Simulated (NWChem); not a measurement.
A series in which one site is exchanged, each optimised at PBE0/def2-SVP with NWChem, gas phase unless a solvent is named. For some, no frequency run checked for a minimum. def2 effective core potentials on Bi; no spin-orbit coupling.

A: [BiH3] (BiH3; site = H)
B: [BiH2][Br] (BiH$_{2}$Br; site = Br)
C: [Cl][BiH2] (BiH₂Cl; site = Cl)
D: [F][BiH2] (BiH2F; site = F)

Task: Rank them by orbital gap (eV), PBE0/def2-SVP, lowest first.

Result: B (5.48), C (5.88), D (6.43), A (7.66)
